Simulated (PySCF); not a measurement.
Zn(SH)(SMe) (CH₄S₂Zn), SMILES C[S][Zn][SH].

The structure is a stationary point at PBE0-D3(BJ)/def2-SVP. One conformer was computed; it need not be the lowest.

These are PySCF with PBE/def2-TZVP values and carry that method's errors.

Computed frontier levels, gap, dipole moment and polarisability:
| Property | Value |
|---|---|
| highest occupied level | -5.72 eV |
| lowest empty level | -1.74 eV |
| orbital gap | 3.98 eV |
| dipole moment | 1.60 D |
| quadrupole, principal values (traceless, Buckingham form, about the centre of nuclear charge) | -9.42, 2.83, 6.59 D·Å |
| mean static polarisability | 81.3 bohr³ (12.05 Å³) |
| polarisability, principal values | 59.2, 66.8, 117.9 bohr³ |
